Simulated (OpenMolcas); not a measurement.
A run on Tc3+ among 6 point charges of -1.7 e arranged as a tetragonal octahedron (D4h), 1.98 Å from the ion, with the axial distance 1.940 Å.

- Program: OpenMolcas 26.06
- Method: SS-CASPT2, IPEA 0.25 Eh, imaginary shift 0.1 Eh (closed shells correlated: 4s 4p)
- Basis: ANO-RCC-VDZP [6s5p3d1f]
- Scalar Hamiltonian: DKH2, point nucleus
- Active space: 4 electrons in 5 orbitals (4d)
- State averaging: 2S+1 = 5 even, 5 roots; 2S+1 = 3 even, 45 roots; 2S+1 = 1 even, 50 roots
- Spin-orbit coupling: RASSI with atomic mean-field integrals over the reference wave functions

First CASPT2 step and the start of its output:

```
&CASPT2
Multistate=5 1 2 3 4 5
NoMult
Frozen=8 6
IPEA=0.25
Imaginary=0.1
MaxIter=60
WThr=0.0 0.3 0.05
PrWF=0.5
NoMix
```

```
--- CASPT2 ---
Orbital specifications:
      -----------------------

      Symmetry species                           1   2
                                                ag  au
      Frozen orbitals                            8   6
      Inactive orbitals                          1   3
      Active orbitals                            5   0
      Secondary orbitals                         7  13
      Deleted orbitals                           0   0
      Number of basis functions                 21  22
Type of calculation                        SS-CASPT2
      Fock operator                              state-specific
      IPEA shift                                 0.25
      Real shift                                 0.00
      Imaginary shift                            0.10
      The input orbitals will be transformed to quasi-canonical
Reference energy:       -4288.9703763477
      E2 (Non-variational):      -0.2173072941
      Shift correction:          -0.0001342797
      E2 (Variational):          -0.2174415738
      Total energy:           -4289.1878179215
      Residual norm:              0.0000001588
      Reference weight:           0.95162
      Contributions to the CASPT2 correlation energy
      Active & Virtual Only:         -0.0317699206
      One Inactive Excited:          -0.1056268312
      Two Inactive Excited:          -0.0799105423
Reference energy:       -4288.9640041037
      E2 (Non-variational):      -0.2175111824
      Shift correction:          -0.0001332988
      E2 (Variational):          -0.2176444812
      Total energy:           -4289.1816485849
      Residual norm:              0.0000005601
      Reference weight:           0.95146
      Contributions to the CASPT2 correlation energy
      Active & Virtual Only:         -0.0317968848
...
```

Over all roots the printed reference weights run from 0.00 to 0.95, and roots that are degenerate in the reference spread by up to 0.18 cm-1.

Task: Did the run give usable levels, and if not, why?

Result: No. The equations converged, but the reference weight falls to 0.00 for at least one root against 0.95 for the best. A drop of that size marks an intruder state, so the energies of such roots and the levels built on them can't be trusted.
